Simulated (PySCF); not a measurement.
PySCF 2.14 output of a UHF calculation on a single atom or ion in dyall-acv3z, with the non-relativistic Hamiltonian (point nucleus):

```
SCF conv_tol = 1e-09
number electrons alpha = 4  beta = 1
cycle= 1 E= -24.4524999292759  delta_E= -0.00185  |g|= 0.0127  |ddm|= 0.0271
cycle= 2 E= -24.4526466363508  delta_E= -0.000147  |g|= 0.00359  |ddm|= 0.00813
cycle= 3 E= -24.4526606510618  delta_E= -1.4e-05  |g|= 0.000171  |ddm|= 0.00345
cycle= 4 E= -24.4526606888196  delta_E= -3.78e-08  |g|= 1.71e-05  |ddm|= 0.000248
cycle= 5 E= -24.4526606892506  delta_E= -4.31e-10  |g|= 1.81e-06  |ddm|= 3.95e-05
converged SCF energy = -24.4526606892506  <S^2> = 3.7500066  2S+1 = 4.0000033
```

The run itself started from symmetry-adapted Hartree-Fock orbitals and held the occupation by maximum overlap, so the iterations belong to that start.

Task: Which element, charge and spin multiplicity is this?

Result: B (boron, neutral), multiplicity 4; the state was [He] 2s1 2p2, high-spin 4P determinant (an excited configuration).
